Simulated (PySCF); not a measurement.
Species: methyl-[(E)-prop-1-enyl]silane, C₄H₁₀Si (charge 0, singlet). 
Geometry from a B3LYP-D3(BJ)/def2-TZVP (Ansatz) optimisation:
SMILES: C/C=C/[SiH2]C
```xyz
15

C      2.9237     0.3824     0.4020
C      1.5522    -0.2141     0.3733
C      0.5279     0.2177    -0.3646
Si    -1.1617    -0.5572    -0.3519
C     -2.4754     0.6550     0.2231
H      3.1867     0.7054     1.4138
H      3.6749    -0.3562     0.1064
H      3.0019     1.2407    -0.2660
H      1.4071    -1.0773     1.0207
H      0.7013     1.0826    -1.0053
H     -1.1214    -1.7378     0.5489
H     -1.5167    -1.0254    -1.7179
H     -2.5037     1.5331    -0.4257
H     -2.2712     0.9945     1.2403
H     -3.4660     0.1958     0.2086
```

Dispersion corrections to the total energy (kcal/mol) from the dftd3 and dftd4 libraries through PySCF: D3(BJ) without and D4 with the three-body term, each with the damping fitted for the functional named.

```csv
functional,D3(BJ),D4
PBE,-7.11,-6.67
BLYP,?,-14.67
TPSS,-8.95,-8.98
CAM-B3LYP,?,-5.68
LC-wPBE,-6.72,-7.38
r2SCAN,-2.07,-1.74
B2GP-PLYP,-4.60,?
```

Task: Some entries are withheld; supply them.

Result: 
- BLYP, D3(BJ): -15.02
- CAM-B3LYP, D3(BJ): -5.62
- B2GP-PLYP, D4: -2.83
